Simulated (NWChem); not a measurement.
Species: SiNH3, singlet; SMILES N[SiH]

Results from NWChem. Pople sets run with spherical d functions. Low-valent species are run as closed-shell singlets; no triplet was tried in these runs. Structure relaxed at the PBE0/def2-SVP level. Ions are spin-unrestricted doublets at the neutral geometry; other ion states weren't tried.

Problem. Estimate the computed values for LRC-wPBEh/6-31+G*. Quantities: vertical ionisation energy, ΔSCF (eV); −ε(HOMO) (eV).

Solution. 
```
Property                               Value
-------------------------------------  -----
vertical ionisation energy, ΔSCF (eV)   8.80
−ε(HOMO) (eV)                           8.23
```
